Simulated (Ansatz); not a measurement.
Reaction (formal exchange of groups at a C–C bond): `OCCCF` + SiH₄ → `FCC[SiH3]` + CH₃OH

Isolated molecules relaxed with PBE0-D4/def2-TZVP in Ansatz; ΔE leaves out vibrations. CBS: MP2 limit from def2 TZ/QZ plus the TZ coupled-cluster correction, frozen cores. This one scheme is used for every species. DFT in def2-TZVPP. B3LYP here is the variant with VWN-RPA as its local correlation; programs differ in this. One conformer a species, not always the lowest.

`OCCCF`:

Cartesian coordinates in Å:
```
O 2.162 0.295 -0.035
C 0.809 0.535 0.296
C -0.025 -0.540 -0.361
C -1.492 -0.420 -0.048
F -2.001 0.770 -0.549
H 2.693 1.020 0.302
H 0.483 1.521 -0.057
H 0.658 0.503 1.385
H 0.322 -1.521 -0.019
H 0.125 -0.506 -1.444
H -1.675 -0.421 1.032
H -2.060 -1.237 -0.502
```

SiH₄:

Cartesian coordinates in Å:
```
Si 0.000 0.000 0.000
H -0.193 -1.170 -0.893
H -0.543 1.217 -0.654
H 1.449 0.186 0.266
H -0.712 -0.233 1.282
```

`FCC[SiH3]`:

Cartesian coordinates in Å:
```
F 1.988 -0.028 0.347
C 1.181 -0.037 -0.782
C -0.199 -0.539 -0.434
Si -1.018 0.391 0.987
H 1.146 0.988 -1.165
H 1.674 -0.672 -1.524
H -0.839 -0.439 -1.318
H -0.163 -1.605 -0.191
H -0.378 0.089 2.290
H -0.942 1.856 0.733
H -2.451 -0.005 1.059
```

CH₃OH:

Z-matrix (Å, degrees):
```
C
O 1 1.409
H 1 1.097 2 112.4
H 1 1.090 2 107.0 3 -118.5
H 1 1.097 2 112.4 3 123.0
H 2 0.959 1 108.5 3 -61.6
```

```json
{"level": "PBE-D4", "ΔE (kJ/mol)": "-19.8", "difference from CCSD(T)/CBS": "-2.1"}
{"level": "B3LYP-D4", "ΔE (kJ/mol)": "-18.9", "difference from CCSD(T)/CBS": "-1.2"}
{"level": "ωB97M-V", "ΔE (kJ/mol)": "-17.9", "difference from CCSD(T)/CBS": "-0.2"}
{"level": "PBE", "ΔE (kJ/mol)": "-19.1", "difference from CCSD(T)/CBS": "-1.4"}
{"level": "r2SCAN", "ΔE (kJ/mol)": "-18.8", "difference from CCSD(T)/CBS": "-1.1"}
{"level": "PBE0", "ΔE (kJ/mol)": "-18.2", "difference from CCSD(T)/CBS": "-0.5"}
{"level": "B3LYP", "ΔE (kJ/mol)": "-17.5", "difference from CCSD(T)/CBS": "0.2"}
{"level": "HF/def2-TZVPP", "ΔE (kJ/mol)": "-12.2", "difference from CCSD(T)/CBS": "5.5"}
{"level": "MP2/def2-TZVPP", "ΔE (kJ/mol)": "-17.8", "difference from CCSD(T)/CBS": "-0.1"}
{"level": "SCS-MP2/def2-TZVPP", "ΔE (kJ/mol)": "-15.9", "difference from CCSD(T)/CBS": "1.8"}
{"level": "CCSD(T)/def2-TZVPP", "ΔE (kJ/mol)": "-15.4", "difference from CCSD(T)/CBS": "2.3"}
{"level": "HF/def2-QZVPP", "ΔE (kJ/mol)": "-12.6", "difference from CCSD(T)/CBS": "5.1"}
{"level": "MP2/def2-QZVPP", "ΔE (kJ/mol)": "-19.3", "difference from CCSD(T)/CBS": "-1.6"}
{"level": "SCS-MP2/def2-QZVPP", "ΔE (kJ/mol)": "-17.4", "difference from CCSD(T)/CBS": "0.3"}
{"level": "MP2/CBS(def2)", "ΔE (kJ/mol)": "-20.1", "difference from CCSD(T)/CBS": "-2.4"}
{"level": "CCSD/CBS(def2)", "ΔE (kJ/mol)": "-17.3", "difference from CCSD(T)/CBS": "0.4"}
{"level": "CCSD(T)/CBS", "ΔE (kJ/mol)": "-17.7", "difference from CCSD(T)/CBS": "0"}
```

Largest T1 diagnostic among the species: 0.011.

In def2-TZVPP, CCSD(T) changes the Hartree–Fock value by −3.2 kJ/mol (the triples alone add −0.4 kJ/mol) and MP2 by −5.6 kJ/mol.
